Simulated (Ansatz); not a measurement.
Isomers of H7NSi2. Isolated molecules, 0 K electronic values unless said otherwise. One relaxed conformer stands for each flexible species; it need not be the lowest. Strings in code marks are SMILES.

Quantity: electronic energy of isomers of H7NSi2 relative to `[SiH3]N[SiH3]`, in kcal/mol.

Case: `N[SiH2][SiH3]`. Geometry of `N[SiH2][SiH3]` (neutral, multiplicity 1, Å):

```xyz
10

N     -1.8445     0.4689     0.3081
Si    -0.6031    -0.3623    -0.5943
Si     1.6046    -0.0708     0.1864
H     -2.0151     0.1595     1.2628
H     -1.8423     1.4865     0.2783
H     -0.6774     0.1280    -2.0073
H     -0.9316    -1.8230    -0.5599
H      1.7265    -0.5507     1.6021
H      2.6047    -0.8177    -0.6447
H      1.9782     1.3816     0.1684
```

Question: What electronic energy of isomers of H7NSi2 relative to `[SiH3]N[SiH3]` does frozen-core CCSD(T)/cc-pVTZ // PBE-D3(BJ)/def2-TZVP (Ansatz, an electronic-structure program) give?

Answer: 13.5 kcal/mol.
